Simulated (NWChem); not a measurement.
# A calculation on ClFSi

```xyz
3

Si    -0.7984    -0.4181     0.0000
F      0.2609    -1.6610     0.0000
Cl     0.5194     1.2237     0.0000
```
Charge 0, spin multiplicity 1.

Program: NWChem. The geometry was optimised at B3LYP/def2-SVP, a minimum by its harmonic frequencies.

Symmetry labels belong to the abelian group Cs used in the runs, with the axes of the coordinates shown.

The structure started from a generated list of species.

Question: List the lowest 4 singlet excitations that CIS/aug-cc-pVDZ gives, with oscillator strengths.

Answer: 
```csv
state,symmetry,energy (eV),wavelength (nm),f
1,a",4.96,250,0.137
2,a",7.26,171,0.001
3,a',7.43,167,0.224
4,a',7.74,160,0.182
```
